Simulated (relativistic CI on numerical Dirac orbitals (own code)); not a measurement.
# Te19+: q coefficients and field-shift factors

Calculated at this level of theory: Dirac-Coulomb-Breit CI, separate exchange-only KLI orbitals for each configuration, derivatives by finite differences, unscaled Slater integrals, QED left out (own radial code, finite nucleus).

Configurations in the expansion (outside the closed core [Ar] 3d10): 4s2 4p3, 4s 4p4, 4p5, 4s2 4p2 4d, 4s 4p3 4d, 4s2 4p2 4f, 4s2 4p 4d2, 4s2 4d3, 4s 4p 4d3, 4s2 4d2 4f. Double excitations out of closed p, d and f shells are left out; levels of such configurations are missing from the list, as are those of other unlisted configurations, and high levels can miss mixing partners.

With x = (α/α₀)² − 1 an excitation energy changes as ω = ω₀ + qx; K = 2q/ω₀ is the relative enhancement. Terms are leading LS components, so labels can repeat. The field-shift factor is F = δν/δ⟨r²⟩ for the transition from the lowest level.

Lowest level 4s2 4p3 4S°_3/2.

| Level | ω₀ (cm⁻¹) | q (cm⁻¹) | K | F (GHz/fm²) |
| --- | --- | --- | --- | --- |
| 4s2 4p3 2D°_3/2 | 83531 | 98220 | 2.35 | -2.88 |
| 4s2 4p3 2D°_5/2 | 107119 | 104300 | 1.95 | -3.01 |
| 4s2 4p3 2P°_1/2 | 139579 | 105400 | 1.51 | -3.93 |
| 4s2 4p3 2P°_3/2 | 222538 | 215400 | 1.94 | -7.64 |
| 4s 4p4 4P_5/2 | 465389 | 134400 | 0.578 | -141 |
| 4s 4p4 4P_3/2 | 520678 | 170700 | 0.656 | -136 |
| 4s 4p4 4P_1/2 | 526543 | 168200 | 0.639 | -141 |
| 4s 4p4 2D_3/2 | 585487 | 194200 | 0.663 | -125 |
| 4s 4p4 2D_5/2 | 612938 | 227300 | 0.742 | -131 |
| 4s2 4p2 4d 4F_3/2 | 655680 | 66370 | 0.202 | -29 |
| 4s 4p4 2P_1/2 | 658666 | 213000 | 0.647 | -123 |
| 4s 4p4 2P_3/2 | 676026 | 157600 | 0.466 | -73 |
| 4s2 4p2 4d 4F_5/2 | 689198 | 48480 | 0.141 | 1.52 |
| 4s2 4p2 4d 2F_5/2 | 732661 | 110800 | 0.303 | 0.416 |
| 4s2 4p2 4d 4D_1/2 | 737066 | 156100 | 0.424 | -26.4 |
| 4s2 4p2 4d 4F_7/2 | 744255 | 128500 | 0.345 | 0.69 |
| 4s2 4p2 4d 2F_7/2 | 753431 | 124200 | 0.33 | 0.863 |
| 4s2 4p2 4d 4D_3/2 | 753706 | 137300 | 0.364 | -17.5 |
| 4s2 4p2 4d 4F_9/2 | 771552 | 142600 | 0.37 | 0.64 |
| 4s 4p4 2P_1/2 | 772182 | 274600 | 0.711 | -91 |
| 4s2 4p2 4d 4D_5/2 | 784198 | 152000 | 0.388 | -3.16 |
| 4s2 4p2 4d 2P_3/2 | 809669 | 143700 | 0.355 | -35.7 |
| 4s2 4p2 4d 2G_7/2 | 821103 | 160000 | 0.39 | -0.227 |

At this charge energies of transitions that change n are usually good to better than 1 %, and those within a shell (Δn = 0) to a few per cent.
